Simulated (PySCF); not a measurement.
# Xe: ionisation energy

Xe [Xe] (1S) → Xe⁺ [Kr] 4d10 5s2 5p5 (2P), as a difference of total energies. Calculation: PySCF 2.14, in aug-cc-pVDZ-PP with ECP28MDF (5s4p3d, 32 functions); scalar relativity through the core potential. Correlated levels: valence: 4s2 4p6 4d10 frozen. The calculations carry no spin-orbit coupling.

```csv
method,ionisation energy (eV),error (eV)
UHF,11.592,-0.973
PBE0,12.484,-0.081
M06-2X,12.372,-0.193
MP2 (valence),12.262,-0.303
SCS-MP2 (valence),12.196,-0.369
CCSD (valence),12.179,-0.386
CCSD(T) (valence),12.195,-0.370
```

Reference: 12.565 eV (measured; NIST levels, between the centres of gravity of the two terms).

Errors of the correlated levels include the incompleteness of this basis and the frozen core.
